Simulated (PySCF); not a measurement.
ZnBr, SMILES [Br][Zn+], charge +1. Geometry: PBE-D3(BJ)/def2-TZVP. The spin state was assumed, not searched.

Computed equilibrium geometry at PBE-D3(BJ)/def2-TZVP (PySCF confirms it by a frequency run) as bond lengths and angles, and its point group:
point group C∞v.
Atoms: Zn1 Br2. Bond lengths (Å): Zn1–Br2 2.208.
Charge +1, spin multiplicity 1.
